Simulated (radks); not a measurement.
Q: The mean radii <r> (bohr) of the occupied orbitals of an atom or ion are listed with their occupations. Calculated with a radial shooting solver on a logarithmic mesh with Libxc functionals: scalar-relativistic Kohn-Sham, revPBE, spin-unpolarised, spherical densities, finite nucleus; Fermi nuclear charge, rms radius of each element as measured or else 0.836 A^(1/3) + 0.57 fm.

| orbital | occ. | <r> |
|---|---|---|
| 1s | 2 | 0.02905 |
| 2s | 2 | 0.1254 |
| 2p | 6 | 0.1095 |
| 3s | 2 | 0.3365 |
| 3p | 6 | 0.3340 |
| 3d | 10 | 0.3091 |
| 4s | 2 | 0.7352 |
| 4p | 3 | 0.7626 |

Name the element and its charge.

A: Z = 50, tin, charge +17: Sn17+ in [Ar] 3d10 4s2 4p3. The 1s radius gives Z: for a bare nucleus <r> = (2 gamma + 1)/(2Z) with gamma = sqrt(1 - (Z/c)^2), 0.02862 bohr for Z = 50, and screening makes it slightly larger (0.02905 here). The occupations add up to 33, and the charge is Z minus that.
